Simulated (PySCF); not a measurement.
C4H9NSi, SMILES CN=C1C[SiH2]C1. Coordinates come from a PBE-D3(BJ)/def2-SVP optimisation. This is a generated structure with no PubChem entry under its InChIKey; it may be hypothetical.

Computed equilibrium geometry at PBE-D3(BJ)/def2-SVP (PySCF confirms it by a frequency run) as a Z-matrix:
```
C
N 1 1.2775
C 2 1.4432 1 120.67
H 3 1.1117 2 109.03 1 -122.63
H 3 1.1118 4 105.70 2 117.59
H 3 1.1162 4 107.91 5 115.73
C 1 1.5293 2 123.83 3 -175.03
H 7 1.1055 1 115.11 2 20.66
H 7 1.1129 8 109.08 1 125.28
C 1 1.5442 2 131.77 3 -7.92
H 10 1.1061 1 117.15 2 -21.41
H 10 1.1122 11 108.63 6 -93.15
Si 7 1.9150 8 124.85 9 131.47
H 13 1.5021 7 114.42 8 25.13
H 13 1.5042 14 110.37 10 -135.64
```
Charge 0, spin multiplicity 1.
